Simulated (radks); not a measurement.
Isoelectronic series with 30 electrons, each ion in its NIST ground configuration. Method: scalar-relativistic Kohn-Sham, PBE, spin-polarised, spherical densities, finite nucleus; Fermi nuclear charge, rms radius of each element as measured or else 0.836 A^(1/3) + 0.57 fm; computed with a radial shooting solver on a logarithmic mesh with Libxc functionals. Total energies (hartree) and orbital eigenvalues (hartree) (* marks an orbital that is empty in some or all of the ions):

ion    configuration  E (hartree)        5s*        4d*        4p*         4s         3d         3p         3s
Sb21+  [Ar] 3d10 4s2  -6290.52207  -13.40350  -18.77190  -21.77379  -23.79592  -40.36297  -48.84906  -54.48625
Te22+  [Ar] 3d10 4s2  -6579.54870  -14.53041  -20.40266  -23.54876  -25.68500  -43.54119  -52.35160  -58.26539
I23+   [Ar] 3d10 4s2  -6875.67748  -15.70145  -22.09771  -25.39007  -27.64453  -46.83257  -55.97365  -62.17564
Xe24+  [Ar] 3d10 4s2  -7178.94718  -16.91676  -23.85701  -27.29784  -29.67484  -50.23710  -59.71549  -66.21789
Cs25+  [Ar] 3d10 4s2   -7489.4092  -18.17652  -25.68056  -29.27219  -31.77634  -53.75476  -63.57746  -70.39315
Ba26+  [Ar] 3d10 4s2   -7807.1087  -19.48092  -27.56831  -31.31325  -33.94941  -57.38557  -67.55989  -74.70244
La27+  [Ar] 3d10 4s2   -8132.0999  -20.83015  -29.52028  -33.42117  -36.19451  -61.12955  -71.66314  -79.14688
Ce28+  [Ar] 3d10 4s2   -8464.4325  -22.22444  -31.53646  -35.59611  -38.51206  -64.98673  -75.88759  -83.72761
Pr29+  [Ar] 3d10 4s2   -8804.1622  -23.66399  -33.61687  -37.83823  -40.90256  -68.95715  -80.23365  -88.44584
Nd30+  [Ar] 3d10 4s2   -9151.3427  -25.14906  -35.76152  -40.14772  -43.36649  -73.04086  -84.70172  -93.30280
Pm31+  [Ar] 3d10 4s2   -9506.0263  -26.67987  -37.97045  -42.52475  -45.90435  -77.23793  -89.29225  -98.29976
Sm32+  [Ar] 3d10 4s2   -9868.2607  -28.25667  -40.24368  -44.96954  -48.51665  -81.54844  -94.00570  -103.4379
